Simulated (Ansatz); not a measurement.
Wavefunction ladder for `[F][Ga]([F])[Br]`

```xyz
4

F     1.744    0.109    0.368
Ga    0.058   -0.077    0.027
F    -0.573   -1.681    0.185
Br   -1.228    1.649   -0.581
```

Charge 0, multiplicity 1. Correlated methods include outer-core shells of Br, Ga, which these sets cover unevenly. Scalar relativity is left out up to krypton. All single points use the PBE0-D4/def2-TZVP geometry. Frozen core, restricted reference, the Gaussian-basis code of Ansatz.

```
     basis      HF (Eh)  MP2 corr.
  def2-SVP  -4693.96270   -0.80643
def2-TZVPP  -4694.78479   -0.98788
def2-QZVPP  -4694.88454   -1.60013
```

Problem. Estimate the CCSD correlation energy and the (T) correction in each basis where they were run (hartree).

Solution. 
```
     basis  CCSD corr.       (T)
  def2-SVP    -0.79746  -0.01719
def2-TZVPP    -0.98221  -0.03278
```
